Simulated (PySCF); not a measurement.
**Electron correlation in Cl+ (chlorine, charge +1)**

[Ne] 3s2 3p3 4s1, high-spin 5S determinant (an excited configuration). Computed with PySCF 2.14 in aug-cc-pVQZ-DK, with scalar relativity by spin-free X2C-1e. Frozen: [Ne]; 6 electrons correlated.

```json
{"level": "CCSD", "correlation energy (mhartree)": "-136.04"}
{"level": "(T)", "correlation energy (mhartree)": "-5.26"}
{"level": "CCSD(T)", "correlation energy (mhartree)": "-141.30"}
```

Diagnostics: T1 = 0.0098, D1 = 0.0333, largest double amplitude 0.044.

The outer electron is Rydberg-like, and this basis confines it to a smaller radius and binds it less than a complete one would.

Cost of the coupled-cluster step: roughly 30 core-seconds, for 6 correlated electrons.

Iterations:

```
CC2 = 0
CCSD nocc = (np.int64(5), np.int64(1)), nmo = (79, 79)
frozen orbitals [[0, 1, 2, 3, 4], [0, 1, 2, 3, 4]]
max_cycle = 100
direct = 0
conv_tol = 1e-08
conv_tol_normt = 1e-06
diis_space = 8
diis_start_cycle = 0
Init t2, MP2 energy = -0.117970549169424
Init E_corr(UCCSD) = -0.117970549212836
cycle = 1  E_corr(UCCSD) = -0.132003128030852  dE = -0.0140325788  norm(t1,t2) = 0.0401583
cycle = 2  E_corr(UCCSD) = -0.134917697744646  dE = -0.00291456971  norm(t1,t2) = 0.011902
cycle = 3  E_corr(UCCSD) = -0.136084517995159  dE = -0.00116682025  norm(t1,t2) = 0.00434356
cycle = 4  E_corr(UCCSD) = -0.13603761554714  dE = 4.6902448e-05  norm(t1,t2) = 0.000379613
cycle = 5  E_corr(UCCSD) = -0.136036009276959  dE = 1.60627018e-06  norm(t1,t2) = 4.4656e-05
cycle = 6  E_corr(UCCSD) = -0.136035833365865  dE = 1.75911094e-07  norm(t1,t2) = 7.91623e-06
cycle = 7  E_corr(UCCSD) = -0.136035839964181  dE = -6.59831667e-09  norm(t1,t2) = 1.71231e-06
cycle = 8  E_corr(UCCSD) = -0.136035855771314  dE = -1.58071327e-08  norm(t1,t2) = 3.57544e-07
cycle = 9  E_corr(UCCSD) = -0.136035854102165  dE = 1.66914879e-09  norm(t1,t2) = 6.16065e-08
UCCSD converged
E(UCCSD) = -460.1399058603232  E_corr = -0.1360358541021653
UCCSD(T) correction = -0.00525614737613824
```
